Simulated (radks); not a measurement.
Problem. Calculated with a radial shooting solver on a logarithmic mesh with Libxc functionals: scalar-relativistic Kohn-Sham, LDA (Slater exchange, Perdew-Wang correlation), spin-polarised, spherical densities, finite nucleus; Fermi nuclear charge, rms radius of each element as measured or else 0.836 A^(1/3) + 0.57 fm. Response by self-consistent Sternheimer equations with the Hartree and adiabatic LDA kernel, the relativistic mass of each level held fixed and spin-orbit coupling left out. Rank V5+, Ar, Fe8+, Ca2+, Ti4+, Sc3+, Cr6+, K+, Mn7+ (NIST ground configurations) by static dipole polarisability, largest first.

Solution. Ar 12.03, K+ 5.743, Ca2+ 3.344, Sc3+ 2.163, Ti4+ 1.495, V5+ 1.083, Cr6+ 0.8126, Mn7+ 0.6266, Fe8+ 0.4941 bohr^3.
